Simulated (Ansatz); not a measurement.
Li₃N⁺, relaxed as a quartet with UKS PBE0-D4/def2-TZVP in Ansatz, starting from the PBE0-D4/def2-TZVP geometry of the charge +1 doublet. Force threshold 0.02 eV/Å.

At PBE0-D4/def2-TZVP a doublet of charge 1 lies 2.72 eV below the quartet, each at its own geometry. The structure comes from a short search, and lower isomers may exist.

Start:

```xyz
4

Li    0.236    1.740   -0.483
Li    1.443   -1.092    0.205
Li   -1.679   -0.648    0.277
N     0.000    0.000    0.000
```

```csv
step,energy (eV),largest force component (eV/Å),SCF passes
1,-2092.3775,1.092,155
2,-2092.6419,0.513,49
3,-2092.9237,0.583,52
4,-2093.1028,0.316,39
5,-2093.1161,0.141,37
6 (rejected),-2093.1142,0.152,35
7,-2093.1245,0.063,50
8,-2093.1271,0.013,36
```

Force components are those of the run's own axes.

End:

```xyz
4

Li    0.2935    2.2173   -0.6143
Li    1.0912   -1.4800    0.3316
Li   -1.4337   -1.0984    0.3836
N     0.0489    0.3611   -0.1009
```

By distances, no bond broke or formed, bridged metal pairs apart. The bond that changes most is Li2–N4, from 1.82 to 2.16 Å (atoms count from 1). Metal–metal contacts that move far: Li2–Li3 3.15 to 2.55 Å.

No frequencies were taken in this run, so the end may be a saddle point.

Hardware: 4 threads of Arm Neoverse V2 on a shared host. Wall time 8 s.
